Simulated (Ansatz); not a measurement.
Geometry optimisation, Ansatz, RKS PBE0/def2-SVP.

Input:

```yaml
crystal:
  periodic: [false, false, false]
  atoms:
    - { symbol: Al, position_ang: [0.24192, -1.50189, 0.191606] }
    - { symbol: F, position_ang: [-2.002545, 0.586729, 0.113393] }
    - { symbol: Cl, position_ang: [-0.551518, -2.950487, -1.074361] }
    - { symbol: Cl, position_ang: [0.166089, -1.624533, 2.262496] }
    - { symbol: H, position_ang: [0.863548, 1.932508, 0.077661] }
    - { symbol: O, position_ang: [1.282585, -0.205716, -0.509558] }
    - { symbol: H, position_ang: [-1.574749, 1.389346, 0.182371] }
    - { symbol: F, position_ang: [0.237938, 2.579359, 0.229725] }
    - { symbol: H, position_ang: [1.336732, -0.205516, -1.473232] }
basis:
  gaussian: { orbitals: def2-SVP }
hamiltonian:
  xc: pbe0
relax:
  f_tol: 0.03
  max_steps: 50
```

Command:

```bash
$ ansatz run input.yaml --threads 2 --pin off --max-ram 3072MiB --backend cpu --events-out ev --progress --plain --runs-dir out
```

Question: Where does it end, and by what steps?

Answer: The forces met the threshold. After 18 steps the energy has fallen by 2.195 eV; H5 moved furthest, 0.95 Å. Parted: F2–H7, H5–F8. Joined: Al1–F2, H5–O6, H7–F8.

| step | energy less start (eV) | largest force component (eV/Å) | accepted |
| --- | --- | --- | --- |
| 0 | 0.0000 | 1.684 | yes |
| 1 | -0.3766 | 1.233 | yes |
| 2 | -0.7541 | 1.080 | yes |
| 3 | -1.1920 | 0.874 | yes |
| 4 | -1.3059 | 1.795 | yes |
| 5 | -1.5088 | 0.509 | yes |
| 6 | -1.6276 | 0.748 | yes |
| 7 | -1.7833 | 0.754 | yes |
| 8 | -1.8283 | 3.113 | yes |
| 9 | -2.0787 | 0.936 | yes |
| 10 | -2.1511 | 0.407 | yes |
| 11 | -2.1502 | 0.567 | no |
| 12 | -2.1794 | 0.278 | yes |
| 13 | -2.1871 | 0.164 | yes |
| 14 | -2.1906 | 0.088 | yes |
| 15 | -2.1930 | 0.086 | yes |
| 16 | -2.1948 | 0.050 | yes |
| 17 | -2.1948 | 0.074 | yes |
| 18 | -2.1951 | 0.020 | yes |

```xyz
9
Properties=species:S:1:pos:R:3
Al -0.290 -1.027 0.372
F -1.480 0.209 0.463
Cl -0.532 -2.337 -1.259
Cl 0.292 -1.752 2.248
H 0.751 1.075 -0.325
O 1.078 0.128 -0.286
H -0.973 1.598 0.109
F -0.300 2.222 -0.178
H 1.455 -0.115 -1.143
```

Whether the end is a true minimum wasn't checked by a vibrational analysis.

Run time: 37 s on 2 threads of Intel(R) Xeon(R) 6975P-C (Granite Rapids), on a shared host, peak memory 0.28 GiB.
